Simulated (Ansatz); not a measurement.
```yaml
crystal:
  periodic: [false, false, false]
  atoms:
    - {symbol: O, position_ang: [0.711364, -0.236819, 0.364743]}
    - {symbol: Nb, position_ang: [-0.711364, 0.236819, -0.364743]}
basis:
  gaussian: {orbitals: def2-mTZVPP, nuclear_model: gaussian, point_charges: [{charge: -1.00, position_ang: [5.576, 0.828, -0.635]}]}
total_charge: 1
magnetization: {spin_polarized: true, initial_magnetization: 4}
hamiltonian: {xc: {name: r2SCAN}}
output: {forces: true}
```

```sh
$ ansatz run in.yaml --threads 2 --pin off --events-out ev --progress --plain --max-ram 32768MiB --backend cpu
```

Shortened log:

```
Functional definition: r2SCAN
456 factors; their error is unknown
mean field evaluation 1: about -3574.4591 eV, gradient 5.8e1 eV
mean field evaluation 2: about -3468.2617 eV, gradient 1.4e2 eV
mean field evaluation 4: about -3586.8880 eV, gradient 9.9e0 eV
mean field evaluation 8: about -3587.3068 eV, gradient 1.7e-1 eV
mean field evaluation 16: about -3587.3167 eV, gradient 4.5e-2 eV
mean field evaluation 32: about -3587.3173 eV, gradient 7.3e-6 eV
mean field -3587.31728520 eV, -131.8314786602 hartree, gradient 6.7e-8 eV, S^2 6.005680; 10 other end points of the search recorded, 0 dependent functions left out
reference -3587.31730173 eV, -131.8314792676 hartree; 12, 8 occupied and 45, 49 virtual orbitals, 456 factors
Total energy: -3587.31730173 eV, -131.8314792676 hartree
Atom 0 at     0.711364    -0.236819     0.364743 Å, force     7.802469    -2.596319     3.999040 eV/Å
Atom 1 at    -0.711364     0.236819    -0.364743 Å, force    -7.424062     2.632166    -4.015664 eV/Å
Dipole moment:    -0.305007     0.223147    -0.314610 e Å
```

**Question.** Something in this input is off. What?

**Answer.** The spin is set far too high for this molecule. Self-consistency was reached. The result belongs to that input, not to the molecule as meant.
